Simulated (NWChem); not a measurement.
C₃H₃BF₂; SMILES C=C=CB(F)F

```xyz
9

C      0.2432     2.6850     0.0000
C     -0.3241     1.5012     0.0000
C     -0.8706     0.2935     0.0000
B     -0.0039    -0.9922     0.0000
F     -0.5757    -2.1986     0.0000
F      1.3281    -0.9547     0.0000
H      0.4915     3.1993     0.9438
H      0.4915     3.1993    -0.9438
H     -1.9734     0.2085     0.0000
```
Atoms are numbered in this order, from 1.

Results from NWChem. Pople sets run with spherical d functions. Coordinates come from a PBE-D3(BJ)/def2-SVP optimisation. Atomic charges in e: unrestrained fits to the electrostatic potential beside Mulliken populations; buried atoms are poorly determined by the fit.

For level B3LYP/def2-SVP:

| Item | Value |
|---|---|
| Mulliken C1 | -0.20 |
| ESP C3 | -0.53 |
| Mulliken C3 | -0.21 |
| ESP B4 | 0.81 |
| Mulliken B4 | 0.21 |
| Mulliken F5 | -0.11 |

**Question.** What are these values for level Hartree-Fock/6-31G*?

**Answer.** The Mulliken C1 is -0.52 and the ESP C3 is -0.64. The Mulliken C3 is -0.59, the ESP B4 is 0.98 and the Mulliken B4 comes out as 0.99. The Mulliken F5 comes out as -0.40.
